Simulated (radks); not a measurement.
Problem. Valence configurations of Dy+ (all share [Xe]). Calculated with a radial shooting solver on a logarithmic mesh with Libxc functionals: scalar-relativistic Kohn-Sham, r2SCAN, spin-polarised, spherical densities, finite nucleus; open shells are filled with parallel spins first (spin-orbit coupling, left out, can overturn this in heavy ions); meta-GGA in the generalised Kohn-Sham scheme; Fermi nuclear charge, rms radius 5.2218 fm. Order these by energy: 4f10 6p1; 4f11; 4f10 6s1; 4f9 6s1 6p1; 4f9 6s2; 4f8.5 6s2 6p0.5; 4f10 6s0.5 6p0.5; 4f9.5 6s1 6p0.5; 4f9.5 6s1.5; 4f9 5d1 6s1.

Solution. From the lowest, in eV above it: 4f10 6s1 0.000; 4f9.5 6s1.5 0.262; 4f9.5 6s1 6p0.5 1.427; 4f9 5d1 6s1 1.579; 4f9 6s2 1.793; 4f10 6s0.5 6p0.5 1.806; 4f10 6p1 3.504; 4f11 4.006; 4f9 6s1 6p1 4.575; 4f8.5 6s2 6p0.5 6.997. NIST lists [Xe] 4f10 6s1 as the ground configuration; this level of theory agrees among the configurations tried. The energies are those of spherical high-spin densities, not of single terms.
